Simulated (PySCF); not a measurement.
## Spinor energies of Te (tellurium, neutral)

Start: [Kr] 4d10 5s2 5p4; 5p1/2 filled at m_j = -1/2, +1/2; 5p3/2 filled at m_j = +1/2, +3/2. Calculated with PySCF 2.14 in x2c-TZVPall-2c with one added diffuse shell each of s, p, d, f type (9s10p6d3f, 90 functions): generalised Hartree-Fock with the X2C-1e Hamiltonian and a Gaussian nucleus; one run each with spin-orbit coupling (SO) switched off, then screened by Boettger's factors.

```tsv
spinor shell	electrons	ε, spin-free (eV)	ε, screened SO (eV)	weight of nominal j (screened SO)	rms radius, screened SO (bohr)
1s1/2	2	-31973.0	-31969.5	1.000	0.0318
2s1/2	2	-5000.7	-4999.6	1.000	0.130
2p1/2	2	-4482.0	-4672.6	1.000	0.112
2p3/2	4	-4482.0	-4395.5	1.000	0.117
3s1/2	2	-1037.0	-1036.6	1.000	0.343
3p1/2	2	-864.34	-900.84	1.000	0.336
3p3/2	4	-864.34	-847.50	1.000	0.347
3d3/2	4	-603.82	-610.09	1.000	0.320
3d5/2	6	-603.82	-599.16	1.000	0.323
4s1/2	2	-193.45	-193.24	1.000	0.815
4p1/2	2	-137.45	-144.39	1.000	0.858
4p3/2	4	-137.45	-134.05	1.000	0.887
4d3/2	4	-53.222	-54.043	0.996	1.04
4d5/2	6	-53.222	-52.385	0.997	1.05
5s1/2	2	-20.383	-20.310	0.999	2.29
5p3/2	2	-9.822	-10.174	0.779	2.86
5p1/2	2	-9.822	-9.542	0.716	2.86
```

```
   quantity    spin-free  screened SO
E (hartree)  -6789.95893  -6791.85770
        M_J            2            2
       ⟨J²⟩        6.018        6.031
       ⟨L²⟩        2.012        2.290
       ⟨S²⟩        2.006        1.902
```

Each row is a mean over spinors that exchange with the open shell spreads, by up to 4.160 eV (5s1/2).

Rows whose weight is well below 1 are mixtures of j = l ± 1/2: exchange outweighs spin-orbit coupling there, and the label is only the starting occupation.

Breit and QED terms are absent; they matter most for the inner s and p1/2 levels.

Densities and radii are taken from the X2C orbitals without a picture-change correction, which distorts them close to the nucleus.

Without spin-orbit coupling the j labels of p, d and f shells carry no meaning; the spin-free column gives the mean over the occupied spinors of each nl shell.
